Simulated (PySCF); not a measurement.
ClI, SMILES ClI.

Geometry: B3LYP-D3(BJ)/def2-TZVP. The def2 effective core potentials stand for the cores of I; spin–orbit coupling is left out.

Two levels are set side by side: TDDFT-PBE/def2-TZVPD (PySCF) and TDDFT-ωB97X/def2-TZVPD (PySCF). Vertical, same geometry. The lowest singlet is HOMO−1→LUMO 100 % with PBE and HOMO−1→LUMO 99 % with the other functional; states are paired by order. Differences are taken from unrounded values.

```csv
quantity,TDDFT-ωB97X
lowest singlet excitation (eV),2.69
lowest triplet excitation (TDA) (eV),2.03
first bright state (f over 0.05) (eV),7.43
its oscillator strength,0.10
```

Task: What does TDDFT-PBE give, and how far is it from TDDFT-ωB97X? (An estimate is asked for; the answer gives what the named calculation found.)

Result: 
```json
[
 {"quantity": "lowest singlet excitation (eV)", "TDDFT-PBE": "2.46", "TDDFT-PBE minus TDDFT-ωB97X": "-0.24"},
 {"quantity": "lowest triplet excitation (TDA) (eV)", "TDDFT-PBE": "1.79", "TDDFT-PBE minus TDDFT-ωB97X": "-0.24"},
 {"quantity": "first bright state (f over 0.05) (eV)", "TDDFT-PBE": "6.65", "TDDFT-PBE minus TDDFT-ωB97X": "-0.78"},
 {"quantity": "its oscillator strength", "TDDFT-PBE": "0.05", "TDDFT-PBE minus TDDFT-ωB97X": "-0.04"}
]
```

A lower first singlet is the usual sign of a functional without exact exchange. Differences between two approximate levels are no errors against the true value.

Rough cost on one machine, each run with all the roots and properties that it gave: TDDFT-ωB97X against TDDFT-PBE about 6 times.
